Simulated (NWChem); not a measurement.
SiNH4, doublet; SMILES [NH][SiH3]

Program: NWChem. Spin-unrestricted. Medium grid unless said otherwise, to which SCAN and Minnesota functionals are sensitive. The geometry was optimised at PBE0/def2-SVP, spin-unrestricted. No stability test was run on the SCF state. B3LYP is NWChem's, with the RPA form of VWN correlation. Total energies of different functionals are on different scales.

```json
[
 {"level": "B3LYP/def2-TZVP", "energy (Ha)": "-346.6450", "highest occupied level (eV)": "[?]", "lowest empty minus highest occupied level, either spin (eV)": "[?]", "dipole (D)": "1.43", "<S²>": "0.754"},
 {"level": "PBE/def2-TZVP", "energy (Ha)": "-346.3898", "highest occupied level (eV)": "-6.58", "lowest empty minus highest occupied level, either spin (eV)": "1.67", "dipole (D)": "1.42", "<S²>": "0.753"},
 {"level": "LRC-wPBEh/def2-TZVP", "energy (Ha)": "-346.4410", "highest occupied level (eV)": "-9.95", "lowest empty minus highest occupied level, either spin (eV)": "8.35", "dipole (D)": "1.41", "<S²>": "0.754"},
 {"level": "revPBE/def2-TZVP", "energy (Ha)": "-346.5392", "highest occupied level (eV)": "-6.55", "lowest empty minus highest occupied level, either spin (eV)": "1.78", "dipole (D)": "1.38", "<S²>": "0.753"},
 {"level": "LDA (Slater exchange, PW92)/def2-TZVP", "energy (Ha)": "-344.9564", "highest occupied level (eV)": "-6.58", "lowest empty minus highest occupied level, either spin (eV)": "1.13", "dipole (D)": "1.57", "<S²>": "0.753"},
 {"level": "MN15/def2-TZVP", "energy (Ha)": "-346.4355", "highest occupied level (eV)": "-8.95", "lowest empty minus highest occupied level, either spin (eV)": "6.13", "dipole (D)": "1.41", "<S²>": "0.753"},
 {"level": "TPSSh/def2-TZVP", "energy (Ha)": "-346.6451", "highest occupied level (eV)": "-7.30", "lowest empty minus highest occupied level, either spin (eV)": "3.31", "dipole (D)": "1.38", "<S²>": "0.754"},
 {"level": "N12/def2-TZVP", "energy (Ha)": "-346.5593", "highest occupied level (eV)": "-6.35", "lowest empty minus highest occupied level, either spin (eV)": "1.89", "dipole (D)": "1.42", "<S²>": "0.755"}
]
```

Question: Fill in the missing entries.

Answer: 
- B3LYP/def2-TZVP, highest occupied level (eV): -7.82
- B3LYP/def2-TZVP, lowest empty minus highest occupied level, either spin (eV): 3.93
